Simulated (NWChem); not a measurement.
Molecule: CH₄AlFOS; SMILES C[S][Al]([OH])[F]

```xyz
9

Al    -0.0095     0.8032    -0.0003
F      0.9605     2.1508    -0.0011
O     -1.6974     0.9340     0.0005
H     -2.2126     1.7415     0.0110
S      0.8728    -1.1624     0.0013
C     -0.6451    -2.1948    -0.0021
H     -1.5570    -1.5842     0.0159
H     -0.6243    -2.8447     0.8827
H     -0.6417    -2.8169    -0.9069
```
Atoms are numbered in this order, from 1.

Results from NWChem. All runs use the structure optimised with PBE0/def2-SVP. Hybrids' shares of exact exchange are those that their runs print; pure functionals count as 0. The functionals differ in more than this share.

```
row                                   share of exact exchange  highest occupied level (eV)
------------------------------------  -----------------------  ---------------------------
PBE/def2-SVP                                             0.00                        -5.88
LDA (Slater exchange, PW92)/def2-SVP                     0.00                        -5.95
TPSSh/def2-SVP                                           0.10                     withheld
B3LYP/def2-SVP                                           0.20                        -6.83
PBE0/def2-SVP                                            0.25                        -7.14
```

Q: Fit a straight line of the last column on the one before it, predict the withheld value, and compare with the run.

A: 
1. Means of the 4 shown rows: x = 0.113, y = -6.450. Slope Σ(x − x̄)(y − ȳ)/Σ(x − x̄)² = -0.2485/0.05188 = -4.790; intercept -5.911.
2. The shown rows scatter about the line by 0.035 (root mean square); the largest residual is -0.04, at LDA (Slater exchange, PW92)/def2-SVP.
3. At x = 0.10 (TPSSh/def2-SVP; inside the shown range) the line gives -6.39.
4. The run gives -6.50, -0.11 from the line, 3.1 times the scatter.
